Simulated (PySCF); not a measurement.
An EPR job on `CC(=O)O[CH]C(C)C` [radical].

Computed with UKS B3LYP, pcH-1 on C H O, non-relativistic, mean-field spin-orbit, GIAO (PySCF 2.14.0). Geometry: GFN2-xTB. A driver script takes a list of jobs; this job's settings line and coordinates (Å) are shown.

Command:
```bash
OMP_NUM_THREADS=1 python probes_run.py task.json out
```

Input:
```
{"job": {"kind": "epr", "basis": "pcH-1"}, "charge": 0, "multiplicity": 2}
C      3.494529    -0.239748    -0.125764
C      2.274838     0.441175     0.431043
O      2.263087     1.361368     1.215538
O      1.147708    -0.118761    -0.069591
C     -0.061225     0.341651     0.298617
C     -1.271660    -0.293484    -0.267907
C     -2.094781     0.734094    -1.059782
C     -2.134284    -0.893920     0.852674
H      3.475602    -1.296256     0.133124
H      3.500596    -0.155861    -1.210534
H      4.385123     0.224899     0.285487
H     -0.101201     1.162705     0.996179
H     -0.952706    -1.094155    -0.942477
H     -2.983115     0.261816    -1.471732
H     -2.403295     1.548793    -0.409463
H     -1.507893     1.145033    -1.877204
H     -1.576003    -1.647297     1.402479
H     -3.022502    -1.357410     0.430645
H     -2.442621    -0.115392     1.546012
```

Task: Estimate the output.

Result: 
```
UKS, coarse grid
  cycle   1  E = -385.51073648  |g| = 7.06e-01
  cycle   2  E = -385.01833741  |g| = 1.34e+00
  cycle   3  E = -385.67652451  |g| = 2.60e-01
  cycle   4  E = -385.70125292  |g| = 8.03e-02
  cycle   5  E = -385.70303888  |g| = 2.94e-02
  cycle   6  E = -385.70340612  |g| = 6.34e-03
  cycle   7  E = -385.70342540  |g| = 2.16e-03
  cycle   8  E = -385.70342867  |g| = 8.13e-04
UKS, final grid
  cycle   1  E = -385.70347909  |g| = 8.23e-04
  cycle   2  E = -385.70347898  |g| = 1.06e-03
  cycle   3  E = -385.70347945  |g| = 1.44e-04
  cycle   4  E = -385.70347946  |g| = 7.81e-05
  cycle   5  E = -385.70347947  |g| = 3.59e-05
  cycle   6  E = -385.70347947  |g| = 1.16e-05
E = -385.70347947 Eh   <S^2> = 0.7540 (exact 0.7500)
g shifts (ppm)      1          2          3
  rmc          -183       -183       -183
  gc              2         46         41
  oz_so         -56        330       1375
  total        -237        193       1233
hyperfine (MHz)  atom isotope    a_iso     a_fc   dipolar eigenvalues
    0   13C      -3.98      -3.98     -0.59      0.08      0.51
    1   13C       5.70       5.70     -6.28     -3.71      9.99
    2   17O      -3.02      -3.02    -15.84      7.40      8.44
    3   17O      -6.39      -6.39    -27.27     12.70     14.57
    4   13C      92.26      92.26    -80.72    -78.10    158.82
    5   13C     -28.87     -28.87     -1.73      0.64      1.08
    6   13C      55.41      55.41     -3.78     -3.68      7.46
    7   13C      55.41      55.41     -3.78     -3.68      7.45
    8    1H       9.04       9.04     -1.73     -1.33      3.06
    9    1H       8.98       8.98     -1.73     -1.33      3.07
   10    1H      -0.66      -0.66     -1.13     -1.11      2.24
   11    1H     -65.41     -65.41    -36.20     -0.33     36.53
   12    1H       2.66       2.66     -5.02     -3.72      8.74
   13    1H      16.75      16.75     -2.69     -1.50      4.19
   14    1H      -1.64      -1.64     -4.08     -2.46      6.53
   15    1H      -1.83      -1.83     -4.98     -2.08      7.06
   16    1H      -1.82      -1.82     -4.99     -2.08      7.07
   17    1H      16.76      16.76     -2.68     -1.50      4.19
   18    1H      -1.64      -1.64     -4.08     -2.46      6.54
```

rmc, gc and oz_so are the mass-correction, gauge-correction and orbital-Zeeman/spin–orbit parts of the g shift along its three principal axes; a_iso is the isotropic hyperfine coupling and a_fc its Fermi-contact part. The program numbers atoms from 0.

Task: Get g_iso from the total shifts.

Result: Their mean is 396 ppm; added to g_e = 2.002319 it gives 2.00272.

Task: How far is ⟨S²⟩ from the pure-spin value?

Result: S = 0.5 gives S(S+1) = 0.75; the run has 0.7540, 0.0040 more.

Summary of the converged run: ⟨S²⟩ 0.754; g_iso 2.0027.

One conformer (not necessarily the lowest) at the GFN2-xTB geometry, without solvent, vibrations or thermal averaging.

Task: How long does this job take on one thread, Arm Neoverse V2 (aarch64), shared host with 96 logical CPUs at a one-minute load of 69? And the peak memory of the process?

Result: About 95 s (density and orbital grids were written too), with 1.1 GiB resident at the peak, the Python interpreter and its libraries included.
Labels such as C1 count atoms from 1, the log's own numbers from 0.
